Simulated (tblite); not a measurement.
Parent: `[NH2:1][SiH2:2][SiH2:3][NH2:4]` with H–N1–Si2–Si3 -178° and 45°, N1–Si2–Si3–N4 3°, Si2–Si3–N4–H 45° and -178°, H8N2Si2.

The geometries are computed with GFN2-xTB (gas phase). One conformer each, not checked by frequencies here.

```tsv
coordinate of the parent	value
N1–Si2	1.729 Å
Si2–Si3	2.295 Å
Si3–N4	1.729 Å
N1–Si2–Si3	107.7°
Si2–Si3–N4	108.0°
```

Question: How does the shared frame change in `[NH2:1][SiH2:2][SiH2:3][NH:4][CH:5]1[CH2:6][CH2:7][CH2:8]1` with H–N1–Si2–Si3 38° and 177°, N1–Si2–Si3–N4 80°, Si2–Si3–N4–C5 178°, Si3–N4–C5–C6 160°, N4–C5–C6–C7 134°, C5–C6–C7–C8 -12°, C6–C7–C8–C5 12°, N4–C5–C8–C7 -133°, C4H14N2Si2? Atoms pair as N1 = N1, Si2 = Si2, Si3 = Si3, N4 = N4 (parent first).

Answer: 
```tsv
parent	relative	value in the relative	change
N1–Si2	N1–Si2	1.725 Å	-0.004
Si2–Si3	Si2–Si3	2.291 Å	-0.004
Si3–N4	Si3–N4	1.719 Å	-0.010
N1–Si2–Si3	N1–Si2–Si3	108.9°	+1.2
Si2–Si3–N4	Si2–Si3–N4	108.9°	+0.9
```

Of the parent's bonds, Si3–N4 changes most (-0.010 Å). Bonds of the relative outside the shared frame: N4–C5 1.429, C5–C6 1.542, C6–C7 1.536, C7–C8 1.536, C5–C8 1.547 Å. Point group C2 → C1.

Question: How does the shared frame change in `[NH2:1][SiH2:2][SiH2:3][NH:4][CH2:5][C:6]([F:7])([F:8])[F:9]` with H–N1–Si2–Si3 176° and -45°, N1–Si2–Si3–N4 -59°, Si2–Si3–N4–C5 -177°, Si3–N4–C5–C6 -86°, C2H9F3N2Si2? Atoms pair as N1 = N1, Si2 = Si2, Si3 = Si3, N4 = N4 (parent first).

Answer: 
```
    parent    relative  value in the relative  change
    N1–Si2      N1–Si2                1.728 Å  -0.001
   Si2–Si3     Si2–Si3                2.295 Å   0.000
    Si3–N4      Si3–N4                1.733 Å  +0.004
N1–Si2–Si3  N1–Si2–Si3                 107.4°    -0.3
Si2–Si3–N4  Si2–Si3–N4                 105.6°    -2.4
```

Of the parent's bonds, Si3–N4 changes most (+0.004 Å). Bonds of the relative outside the shared frame: N4–C5 1.426, C5–C6 1.528, C6–F7 1.339, C6–F8 1.343, C6–F9 1.343 Å. Point group C2 → C1.

Question: How does the shared frame change in `[CH3:1][CH2:2][CH2:3][NH:4][SiH2:5][SiH2:6][NH2:7]` with C1–C2–C3–N4 -179°, C2–C3–N4–Si5 -86°, C3–N4–Si5–Si6 180°, N4–Si5–Si6–N7 177°, Si5–Si6–N7–H -174° and 48°, C3H14N2Si2? Atoms pair as N1 = N4, Si2 = Si5, Si3 = Si6, N4 = N7 (parent first).

Answer: 
```csv
parent,relative,value in the relative,change
N1–Si2,N4–Si5,1.720 Å,-0.009
Si2–Si3,Si5–Si6,2.290 Å,-0.005
Si3–N4,Si6–N7,1.726 Å,-0.003
N1–Si2–Si3,N4–Si5–Si6,105.2°,-2.5
Si2–Si3–N4,Si5–Si6–N7,105.1°,-2.9
```

Of the parent's bonds, N1–Si2 changes most (-0.009 Å). Bonds of the relative outside the shared frame: C1–C2 1.523, C2–C3 1.530, C3–N4 1.440 Å. Point group C2 → C1.
